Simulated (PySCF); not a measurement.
SMILES C=C[Si](N)(N)O (C2H8N2OSi), singlet, CAM-B3LYP/def2-SVP optimised geometry.

```
14

C     -1.53    -1.49    -2.53
C     -0.90    -2.09    -1.52
Si    -0.32    -1.18     0.00
N      1.40    -1.18     0.00
N     -0.98     0.41     0.00
O     -0.86    -1.94     1.39
H     -1.74    -0.41    -2.49
H     -1.87    -2.02    -3.42
H     -0.71    -3.17    -1.61
H      1.93    -1.08    -0.86
H      1.94    -0.90     0.81
H     -0.38     1.18     0.29
H     -1.94     0.57     0.28
H     -0.65    -2.87     1.47
```

Density from CAM-B3LYP/def2-TZVP run with PySCF at that geometry.

Minimum of the electron density along straight lines between bonded atoms, close to the bond critical point (lines longer than 1.1 times the sum of covalent radii, or with two minima, are not listed):

```json
[
 {"bond": "C1–C2", "length / Å": "1.335", "ρ at the minimum / e bohr⁻³": "0.350", "∇²ρ there / e bohr⁻⁵": "-1.07", "position (fraction from the first atom)": "0.51"},
 {"bond": "C2–Si3", "length / Å": "1.865", "ρ at the minimum / e bohr⁻³": "0.127", "∇²ρ there / e bohr⁻⁵": "0.19", "position (fraction from the first atom)": "0.61"},
 {"bond": "Si3–N4", "length / Å": "1.721", "ρ at the minimum / e bohr⁻³": "0.134", "∇²ρ there / e bohr⁻⁵": "0.55", "position (fraction from the first atom)": "0.40"},
 {"bond": "Si3–N5", "length / Å": "1.722", "ρ at the minimum / e bohr⁻³": "0.136", "∇²ρ there / e bohr⁻⁵": "0.53", "position (fraction from the first atom)": "0.40"},
 {"bond": "Si3–O6", "length / Å": "1.669", "ρ at the minimum / e bohr⁻³": "0.133", "∇²ρ there / e bohr⁻⁵": "0.72", "position (fraction from the first atom)": "0.41"},
 {"bond": "C1–H7", "length / Å": "1.095", "ρ at the minimum / e bohr⁻³": "0.281", "∇²ρ there / e bohr⁻⁵": "-0.99", "position (fraction from the first atom)": "0.65"},
 {"bond": "C1–H8", "length / Å": "1.096", "ρ at the minimum / e bohr⁻³": "0.279", "∇²ρ there / e bohr⁻⁵": "-0.98", "position (fraction from the first atom)": "0.65"},
 {"bond": "C2–H9", "length / Å": "1.099", "ρ at the minimum / e bohr⁻³": "0.273", "∇²ρ there / e bohr⁻⁵": "-0.93", "position (fraction from the first atom)": "0.64"},
 {"bond": "N4–H10", "length / Å": "1.013", "ρ at the minimum / e bohr⁻³": "0.331", "∇²ρ there / e bohr⁻⁵": "-1.61", "position (fraction from the first atom)": "0.74"},
 {"bond": "N4–H11", "length / Å": "1.014", "ρ at the minimum / e bohr⁻³": "0.331", "∇²ρ there / e bohr⁻⁵": "-1.59", "position (fraction from the first atom)": "0.74"},
 {"bond": "N5–H12", "length / Å": "1.014", "ρ at the minimum / e bohr⁻³": "0.331", "∇²ρ there / e bohr⁻⁵": "-1.59", "position (fraction from the first atom)": "0.74"},
 {"bond": "N5–H13", "length / Å": "1.015", "ρ at the minimum / e bohr⁻³": "0.330", "∇²ρ there / e bohr⁻⁵": "-1.59", "position (fraction from the first atom)": "0.74"},
 {"bond": "O6–H14", "length / Å": "0.963", "ρ at the minimum / e bohr⁻³": "0.353", "∇²ρ there / e bohr⁻⁵": "-2.37", "position (fraction from the first atom)": "0.80"}
]
```
